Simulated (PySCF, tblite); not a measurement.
One entry of a table of gas-phase calculations, keyed by method. Lists by class give the value and the number of equivalent atoms.

```json
{
 "formula": "C6H11OP",
 "smiles": "C=C[P@@](C)(=O)C1CC1",
 "inchi": "InChI=1S/C6H11OP/c1-3-8(2,7)6-4-5-6/h3,6H,1,4-5H2,2H3/t8-/m1/s1",
 "charge": 0,
 "multiplicity": 1,
 "geometry_level": "GFN2-xTB",
 "atoms_angstrom": [
  ["C", -2.239, -1.682, -0.58],
  ["C", -1.497, -0.643, -0.92],
  ["P", -0.553, 0.22, 0.369],
  ["C", -0.999, 1.99, 0.184],
  ["O", -0.762, -0.299, 1.724],
  ["C", 1.175, 0.115, -0.206],
  ["C", 2.217, 0.318, 0.853],
  ["C", 1.953, -1.051, 0.328],
  ["H", -2.28, -1.99, 0.453],
  ["H", -2.818, -2.252, -1.289],
  ["H", -1.416, -0.29, -1.938],
  ["H", -2.044, 2.101, 0.471],
  ["H", -0.382, 2.562, 0.875],
  ["H", -0.85, 2.349, -0.829],
  ["H", 1.378, 0.46, -1.211],
  ["H", 1.866, 0.539, 1.851],
  ["H", 3.136, 0.816, 0.582],
  ["H", 1.422, -1.733, 0.977],
  ["H", 2.684, -1.52, -0.312]
 ],
 "electronic_structure_code": "PySCF",
 "results": {
  "GFN2-xTB geometry": {
   "point_group": "C1",
   "rotational_constants_GHz": [2.474, 1.402, 1.173]
  },
  "PBE0/pcSseg-1 ground state and GIAO shieldings, non-relativistic": {
   "dipole_D": 3.61,
   "homo_eV": -7.64,
   "lumo_eV": -0.47,
   "shift_vs_computed_TMS_C_by_class_ppm": [
    [143.0, 1],
    [141.4, 1],
    [19.5, 1],
    [12.2, 1],
    [2.7, 1],
    [2.2, 1]
   ],
   "shift_vs_computed_TMS_H_by_class_ppm": [
    [6.69, 1],
    [6.5, 1],
    [6.35, 1],
    [1.36, 3],
    [0.91, 1],
    [0.84, 1],
    [0.63, 1],
    [0.55, 1],
    [0.44, 1]
   ],
   "shielding_other_nuclei_by_class_ppm": [
    ["O", 277.2, 1],
    ["P", 315.0, 1]
   ],
   "charges_hirshfeld_e_by_atom": [-0.07, -0.1, 0.44, -0.16, -0.39, -0.1, -0.08, -0.08, 0.05, 0.06, 0.05, 0.05, 0.05, 0.05, 0.05, 0.05, 0.05, 0.05, 0.05]
  },
  "GFN2-xTB harmonic vibrations, gas phase": {
   "strongest_ir_bands_cm-1_km_per_mol_modes": [
    [753.8, 86.3, 1],
    [822.8, 44.9, 1],
    [843.7, 55.3, 1],
    [848.1, 110.8, 1],
    [1264.5, 209.2, 1],
    [3101.5, 47.8, 1]
   ],
   "zpe_kcal_per_mol": 96.4
  }
 }
}
```

With B = h/(8π²I), that is 505.379 GHz u Å² over I, the principal moments of inertia are 204.3, 360.6 and 430.7 u Å² (most abundant isotopes); the inertial defect Ic − Ia − Ib is -134.2 u Å² (zero for a rigid planar frame, negative otherwise). The zero-point energy, half the sum of the 51 harmonic wavenumbers, equals 33720 cm⁻¹ or 403 kJ/mol. The dipole matches unit charges of opposite sign 0.75 Å apart (1 e·Å = 4.8032 D). The rotational constants make it an asymmetric top with κ = (2B − A − C)/(A − C) = -0.65, nearer the prolate limit (−1).

One conformer (not necessarily the lowest) at the GFN2-xTB geometry, without solvent or vibrations. NMR classes are plain means over equivalent atoms (diastereotopic ones count apart unless rotation or inversion swaps them), as if these changed places fast; in this geometry the members of some classes differ.

For the NMR shielding job (PBE0/pcSseg-1), time: 33 s of wall time; peak memory 0.88 GiB. Hardware: one thread of an Arm Neoverse V1, no GPU (shared host).

Conformer computed: `[CH2:1]=[CH:2][P@@:3]([CH3:4])(=[O:5])[CH:6]1[CH2:7][CH2:8]1`: C1–C2–P3–C4 -128°, C2–P3–C6–C7 -160°.
